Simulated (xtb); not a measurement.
C4F5 (SMILES F[C]=C(F)C(F)=C(F)F), doublet, geometry from GFN2-xTB; GFN2-xTB in xtb.

The xtb input:
```
$ xtb mol.xyz --gfn 2 --uhf 1 --opt --json

# file mol.xyz
9

F      2.56485283     0.59806167    -1.46075901
C      1.42083046     0.47569816    -0.85575479
C      0.81968034    -0.51578234    -0.23893722
F      1.39889688    -1.74446868    -0.12917273
C     -0.49709445    -0.43161779     0.38488786
F     -0.94140706    -1.55040162     0.96521170
C     -1.26190316     0.66484979     0.40949713
F     -2.45053496     0.75871527     0.96684631
F     -0.89281649     1.80932814    -0.14192158
```

The log (banner, timings and long lists left out):

```
   ID    Z sym.   atoms
    1    9 F      1, 4, 6, 8, 9
    2    6 C      2, 3, 5, 7

           -------------------------------------------------
          |                Calculation Setup                |
           -------------------------------------------------

           -------------------------------------------------
          |                 G F N 2 - x T B                 |
           -------------------------------------------------

          ...................................................
          :                      SETUP                      :
          :.................................................:
          :  # basis functions                  36          :
          :  # atomic orbitals                  36          :
          :  # shells                           18          :
          :  # electrons                        51          :
          :  max. iterations                   250          :
          :  Hamiltonian                  GFN2-xTB          :
          :  restarted?                      false          :
          :  GBSA solvation                  false          :
          :  PC potential                    false          :
          :  electronic temp.          300.0000000     K    :
          :  accuracy                    1.0000000          :
          :  -> integral cutoff          0.2500000E+02      :
          :  -> integral neglect         0.1000000E-07      :
          :  -> SCF convergence          0.1000000E-05 Eh   :
          :  -> wf. convergence          0.1000000E-03 e    :
          :  Broyden damping             0.4000000          :
          :  net charge                          0          :
          :  unpaired electrons                  1          :
          ...................................................

 iter      E             dE          RMSdq      gap      omega  full diag
   1    -32.2038399 -0.322038E+02  0.493E+00    3.15       0.0  T
   2    -32.2208962 -0.170563E-01  0.295E+00    2.71       1.0  T
   3    -32.2150096  0.588661E-02  0.188E+00    3.04       1.0  T
   4    -32.2317905 -0.167809E-01  0.380E-01    2.87       1.0  T
   5    -32.2320607 -0.270139E-03  0.965E-02    2.86       1.0  T
   6    -32.2320627 -0.206072E-05  0.638E-02    2.83       1.0  T
   7    -32.2320826 -0.198187E-04  0.248E-02    2.85       1.3  T
   8    -32.2320832 -0.603853E-06  0.338E-03    2.84       9.9  T
   9    -32.2320832 -0.417972E-07  0.127E-03    2.84      26.3  T
[...]
         :: total energy             -32.048373893619 Eh    ::
 * total energy  :   -32.0483739 Eh     change       -0.3075229E-10 Eh
   *** GEOMETRY OPTIMIZATION CONVERGED AFTER 1 ITERATIONS ***
         :: total energy             -32.048373893650 Eh    ::
[...]
     3   6 C        2.750     0.150    24.719     8.141
     4   9 F        0.787    -0.167    10.897     3.899
     5   6 C        2.756     0.130    25.128     8.209
     6   9 F        0.789    -0.155    10.777     3.878
     7   6 C        2.558     0.303    21.905     7.650
     8   9 F        0.787    -0.136    10.597     3.845
     9   9 F        0.788    -0.162    10.848     3.891

 Mol. C6AA /au·bohr⁶  :       1293.508689
 Mol. C8AA /au·bohr⁸  :      30093.550363
 Mol. α(0) /au        :         51.908193

Wiberg/Mayer (AO) data.
largest (>0.10) Wiberg bond orders for each atom

 ---------------------------------------------------------------------------
     #   Z sym  total        # sym  WBO       # sym  WBO       # sym  WBO
 ---------------------------------------------------------------------------
     1   9 F    1.362 --     2 C    1.222
     2   6 C    3.260 --     3 C    1.766     1 F    1.222     4 F    0.138
     3   6 C    3.899 --     2 C    1.766     5 C    1.063     4 F    0.942
     4   9 F    1.137 --     3 C    0.942     2 C    0.138
     5   6 C    3.898 --     7 C    1.627     3 C    1.063     6 F    1.001
     6   9 F    1.146 --     5 C    1.001
     7   6 C    3.831 --     5 C    1.627     8 F    1.018     9 F    0.996
     8   9 F    1.193 --     7 C    1.018
     9   9 F    1.167 --     7 C    0.996
 ---------------------------------------------------------------------------

Topologies differ in total number of bonds
Writing topology from bond orders to xtbtopo.mol

molecular dipole:
                 x           y           z       tot (Debye)
 q only:        0.087       0.400      -0.172
   full:        0.151       0.424      -0.211       1.263
molecular quadrupole (traceless):
                xx          xy          yy          xz          yz          zz
 q only:       -0.820       2.018      -2.348       2.007       1.228       3.168
  q+dip:       -1.063       1.948      -3.564       3.415       2.480       4.627
   full:       -1.311       2.046      -3.665       3.801       2.656       4.976

optimized geometry written to: xtbopt.xyz

           -------------------------------------------------
          | TOTAL ENERGY              -32.048373893650 Eh   |
          | GRADIENT NORM               0.000046720800 Eh/α |
          | HOMO-LUMO GAP               2.843996304188 eV   |
           -------------------------------------------------

normal termination of xtb
```
